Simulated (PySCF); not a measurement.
## Steps of a relaxation of LaF3(NH3)

LaF3(NH3) (singlet). PySCF 2.14.0, RKS PBE0, La lcecp-1-SVP with ECP46, F def2-SVP, N def2-SVP, H def2-SVP; non-relativistic Hamiltonian with scalar-relativistic core potentials where named; density fitting; no spin-orbit coupling. Origin of the start: template. Columns: position (Å) and force (eV/Å). Energies are counted from the last step; some of the 10 steps are shown. Forces carry noise of the integration grid, about 0.01 to 0.03 eV/Å.

Run from Python with OMP_NUM_THREADS=2. Where DIIS fails, smearing, a level shift and second-order steps follow.
It took 37 s on 2 threads of Arm Neoverse V2, with other jobs on the host, from the converged density of the start.

```xyz
8
step 0  E = 0.194 eV
La    0.0117   -0.0117    0.0117     1.15   -1.15    1.15
F     1.2729    1.2495    1.2729    -0.55   -0.29   -0.55
F    -1.2495   -1.2729    1.2729     0.29    0.55   -0.55
F     1.2729   -1.2729   -1.2495    -0.55    0.55    0.29
N    -1.5010    1.5010   -1.5010    -0.21    0.21   -0.21
H    -2.1141    2.1141   -0.9639    -0.09    0.09    0.05
H    -0.9639    2.1141   -2.1141     0.05    0.09   -0.09
H    -2.1141    0.9639   -2.1141    -0.09   -0.05   -0.09
```

```xyz
8
step 3  E = 0.018 eV
La    0.0897   -0.0897    0.0897     0.04   -0.04    0.04
F     1.2226    1.3165    1.2226     0.09    0.20    0.09
F    -1.3165   -1.2226    1.2226    -0.20   -0.09    0.09
F     1.2226   -1.2226   -1.3165     0.09   -0.09   -0.20
N    -1.4810    1.4810   -1.4810     0.02   -0.02    0.02
H    -2.0927    2.0927   -0.9372    -0.01    0.01   -0.02
H    -0.9372    2.0927   -2.0927    -0.02    0.01   -0.01
H    -2.0927    0.9372   -2.0927    -0.01    0.02   -0.01
```

```xyz
8
step 6  E = 0.001 eV
La    0.1184   -0.1184    0.1184     0.01   -0.01    0.01
F     1.1970    1.3947    1.1970    -0.02   -0.02   -0.02
F    -1.3947   -1.1970    1.1970     0.02    0.02   -0.02
F     1.1970   -1.1970   -1.3947    -0.02    0.02    0.02
N    -1.4514    1.4514   -1.4514    -0.05    0.05   -0.05
H    -2.0676    2.0676   -0.9163     0.02   -0.02    0.02
H    -0.9163    2.0676   -2.0676     0.02   -0.02    0.02
H    -2.0676    0.9163   -2.0676     0.02   -0.02    0.02
```

Question: Where does the relaxation end?

Answer: It converges at step 9 in C3v:
```xyz
8
step 9  E = 0
La    0.1225   -0.1225    0.1225
F     1.1801    1.4200    1.1801
F    -1.4200   -1.1801    1.1801
F     1.1801   -1.1801   -1.4200
N    -1.4412    1.4412   -1.4412
H    -2.0537    2.0537   -0.8992
H    -0.8992    2.0537   -2.0537
H    -2.0537    0.8992   -2.0537
```

Question: How did the contacts change?

Answer: 
```json
{"contact": "La1–F2 (F)", "start (Å)": "2.184", "end (Å)": "2.149"}
{"contact": "La1–F3 (F)", "start (Å)": "2.184", "end (Å)": "2.149"}
{"contact": "La1–F4 (F)", "start (Å)": "2.184", "end (Å)": "2.149"}
{"contact": "La1–N5 (NH3)", "start (Å)": "2.620", "end (Å)": "2.708"}
```
